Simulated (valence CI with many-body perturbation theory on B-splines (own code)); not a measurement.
Hyperfine factors and g values of K12+

Calculated by relativistic CI+MBPT: five valence electrons over a frozen Dirac-Fock core [He], a basis of 9 s, 9 p, 8 d, 6 f, 3 g, 1 h functions for each j, with the one-electron correlation potential Σ1, the two-electron term Σ2, the three-electron term Σ3, Breit, model QED; selected CI, second order for the rest, scaled by the run's own slope (own B-spline code, finite nucleus).

No measured levels were compared; by estimate levels of excited configurations hold to 0.05 to 0.15 % of their energy, terms of the ground configuration to about 0.5 %. Among the levels kept, up to 2400 cm⁻¹ of a level comes from second order outside the variational space, and about a tenth of that is noise between levels of different J, which matters for small intervals.

A/g_I is the dipole constant over the nuclear g factor μ/I (μ in nuclear magnetons, uniformly magnetised nucleus), B/Q the quadrupole constant per barn. Both hold the static response of the core; the bare values leave it out. Large factors of s and p1/2 electrons are usually good to 5 to 10 %; those of open d and f shells near neutrality can be off by tens of per cent, and small factors of p3/2, d and f electrons come from cancelling terms and can be off by a factor of two or in sign, in half-filled shells by more. B is blank for J = 1/2, where it vanishes, and for nearly pure S terms. Energies count from the lowest level.

Names give the largest LS component (configuration and term), which can be under half, so a name can repeat, a term be missing and a line seem to break the LS rules; names also repeat where a configuration has a term twice. Letters in brackets count levels of one name in rising energy.

```csv
Level,E (eV),g,A/g_I (MHz),A/g_I bare,B/Q (MHz/b),B/Q bare
2s²2p³ ⁴S°_3/2,0.00,1.991,164,2290,,
2s²2p³ ²D°_3/2,12.51,0.849,10400,10100,12800,12900
2s²2p³ ²D°_5/2,13.15,1.199,17200,17600,-218,-220
2s²2p³ ²P°_1/2,19.97,0.663,48700,47700,,
2s²2p³ ²P°_3/2,20.89,1.290,9590,10300,-13100,-13200
2s2p⁴ ⁴P_5/2,59.59,1.598,39500,39500,16800,16900
2s2p⁴ ⁴P_3/2,61.54,1.732,36100,36300,-13500,-13600
2s2p⁴ ⁴P_1/2,62.47,2.664,78200,78200,,
2s2p⁴ ²D_3/2,82.11,0.802,-11700,-10600,-23600,-23800
2s2p⁴ ²D_5/2,82.24,1.200,46700,45500,-33800,-34100
2s2p⁴ ²S_1/2,95.52,1.895,146000,140000,,
2s2p⁴ ²P_3/2,99.46,1.329,-3500,-1640,16600,16800
2s2p⁴ ²P_1/2,102.08,0.774,42600,40200,,
2p⁵ ²P°_3/2,155.86,1.332,7850,9120,-16300,-16400
2p⁵ ²P°_1/2,159.00,0.663,48900,47400,,
2s²2p²3s ⁴P_1/2,408.91,2.600,24200,25200,,
2s²2p²3s ⁴P_3/2,410.32,1.724,10400,11100,13600,13700
2s²2p²3s ⁴P_5/2,411.98,1.588,18400,19000,-16400,-16500
2s²2p²3s ²P_1/2,413.35,0.737,2210,2140,,
2s²2p²3s ²P_3/2,415.30,1.304,11600,12700,-14700,-14800
2s²2p²3s ²D_5/2,421.50,1.211,21600,21400,33800,34000
2s²2p²3s ²D_3/2,421.65,0.835,11100,11400,22200,22300
2s²2p²3p ²S°_1/2,424.84,1.599,5170,6970,,
2s²2p²3p ⁴D°_1/2,426.01,0.455,5240,4730,,
2s²2p²3p ⁴D°_3/2,426.50,1.246,4260,4650,5640,5670
2s²2p²3p ⁴D°_5/2,427.81,1.384,3780,4440,6880,6920
2s²2p²3p ⁴P°_3/2,428.63,1.591,7880,8850,-9270,-9330
2s²2p²3p ⁴P°_1/2,428.70,2.562,-9340,-6780,,
2s²2p²3p ⁴D°_7/2,429.35,1.421,8590,9270,-12200,-12300
2s²2p²3p ⁴P°_5/2,429.64,1.502,9190,10100,-4320,-4340
2s²2p²3p ²D°_3/2 [a],430.56,0.908,15400,15100,-6980,-7030
2s²2p²3s ²S_1/2,432.01,1.998,40400,39200,,
2s²2p²3p ⁴S°_3/2,432.52,1.958,9460,10900,,
2s²2p²3p ²D°_5/2 [a],432.85,1.263,10100,10600,-3890,-3920
2s²2p²3p ²P°_3/2 [a],434.08,1.343,9420,10200,5800,5840
2s²2p²3p ²P°_1/2 [a],434.33,0.710,18100,17600,,
2s²2p²3p ²F°_5/2,438.97,0.880,14800,14800,29300,29400
2s²2p²3p ²F°_7/2,439.58,1.149,10700,10800,38300,38600
2s2p³3s ⁶S°_5/2,440.02,1.998,40200,40600,,
2s²2p²3p ²D°_3/2 [b],442.39,0.866,12300,12200,14900,15000
```

Problem. Take the isotope of mass number 41, with I = 3/2, μ = 0.21487 μN and Q = 0.0734 b. What is the hyperfine structure of 2s²2p³ ²D°_5/2?

Solution. From the table A = 2460 MHz, B = -16.0 MHz. Shifts from the centre of gravity in MHz: F = 1: -12900, F = 2: -7990, F = 3: -606, F = 4: 9220.
